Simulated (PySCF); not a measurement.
F4Se, charge -1, doublet, geometry from GFN2-xTB (a state made from the parent by changing its charge; the spin is typed, not shown lowest) (in this run its highest filled SCF level lies above zero, so its values depend strongly on the basis, on diffuse functions most of all); B3LYP/STO-3G (PySCF).

PySCF was given this input:
```python
from pyscf import gto, scf, dft

mol = gto.Mole()
mol.atom = '''
    Se   -0.00025658    0.00068499    0.13242530
    F     1.14760667    1.56826327   -0.13096069
    F     1.56915908   -1.14798236   -0.11609372
    F    -1.14712202   -1.56955714   -0.11917598
    F    -1.56867442    1.14668849   -0.13404295
'''
mol.basis = 'sto-3g'
mol.charge = -1
mol.spin = 1
mol.verbose = 4
mol.build()

mf = dft.UKS(mol)
mf.xc = 'b3lyp'
mf.kernel()
```

**Question.** Write the output that PySCF gives for this input, abridged.

**Answer.** 
```
PySCF version 2.14.0

[INPUT] verbose = 4
[INPUT] num. atoms = 5
[INPUT] num. electrons = 71
[INPUT] charge = -1
[INPUT] spin (= nelec alpha-beta = 2S) = 1
[INPUT] symmetry False subgroup None
[INPUT] Mole.unit = angstrom
[INPUT] Symbol           X                Y                Z      unit          X                Y                Z       unit  Magmom
[INPUT]  1 Se    -0.000256580000   0.000684990000   0.132425300000 AA   -0.000484865929   0.001294443498   0.250247548963 Bohr   0.0
[INPUT]  2 F      1.147606670000   1.568263270000  -0.130960690000 AA    2.168662305024   2.963588071515  -0.247479837184 Bohr   0.0
[INPUT]  3 F      1.569159080000  -1.147982360000  -0.116093720000 AA    2.965280907074  -2.169372256232  -0.219385335582 Bohr   0.0
[INPUT]  4 F     -1.147122020000  -1.569557140000  -0.119175980000 AA   -2.167746449258  -2.966033131456  -0.225209962827 Bohr   0.0
[INPUT]  5 F     -1.568674420000   1.146688490000  -0.134042950000 AA   -2.964365032411   2.166927196291  -0.253304464429 Bohr   0.0

nuclear repulsion = 414.777582602649
number of shells = 20
number of NR pGTOs = 114
number of NR cGTOs = 38
basis = sto-3g
ecp = {}

******** <class 'pyscf.dft.uks.UKS'> ********
method = UKS
initial guess = minao
damping factor = 0
level_shift factor = 0
DIIS = <class 'pyscf.scf.diis.CDIIS'>
diis_start_cycle = 1
diis_space = 8
diis_damp = 0
SCF conv_tol = 1e-09
SCF conv_tol_grad = None
SCF max_cycles = 50
direct_scf = True
direct_scf_tol = 1e-13
number electrons alpha = 36  beta = 35
XC library pyscf.dft.libxc version 7.1.2
    S. Lehtola, C. Steigemann, M. J. T. Oliveira, and M. A. L. Marques,  SoftwareX 7, 1–5 (2018)
XC functionals = b3lyp
    P. J. Stephens, F. J. Devlin, C. F. Chabalowski, and M. J. Frisch,  J. Phys. Chem. 98, 11623 (1994)
radial grids:
    Treutler-Ahlrichs [JCP 102, 346 (1995); DOI:10.1063/1.469408] (M4) radial grids

becke partition: Becke, JCP 88, 2547 (1988); DOI:10.1063/1.454033
pruning grids: <function nwchem_prune>
grids dens level: 3
symmetrized grids: False
atomic radii adjust function: <function treutler_atomic_radii_adjust>
small_rho_cutoff = 0
Set gradient conv threshold to 3.16228e-05
tot grids = 77472
init E= -2764.90002952204

cycle= 1 E= -2767.99489169061  delta_E= -3.09  |g|= 0.229  |ddm|= 2.12
cycle= 2 E= -2768.00932638958  delta_E= -0.0144  |g|= 0.197  |ddm|= 0.836
cycle= 3 E= -2768.05128213556  delta_E= -0.042  |g|= 0.0131  |ddm|= 0.394
cycle= 4 E= -2768.05195400506  delta_E= -0.000672  |g|= 0.00492  |ddm|= 0.0864
cycle= 5 E= -2768.05209855023  delta_E= -0.000145  |g|= 0.00112  |ddm|= 0.0535
cycle= 6 E= -2768.05210836829  delta_E= -9.82e-06  |g|= 0.000322  |ddm|= 0.0135
cycle= 7 E= -2768.05210912534  delta_E= -7.57e-07  |g|= 0.000321  |ddm|= 0.0045
cycle= 8 E= -2768.05210924808  delta_E= -1.23e-07  |g|= 6.12e-05  |ddm|= 0.000863
cycle= 9 E= -2768.05210926241  delta_E= -1.43e-08  |g|= 2.19e-06  |ddm|= 0.000649
cycle= 10 E= -2768.05210926245  delta_E= -3.68e-11  |g|= 1.27e-06  |ddm|= 3.14e-05
Extra cycle  E= -2768.05210926244  delta_E= 1.18e-11  |g|= 2.44e-06  |ddm|= 8.66e-06
converged SCF energy = -2768.05210926244  <S^2> = 0.76810568  2S+1 = 2.0180245
```
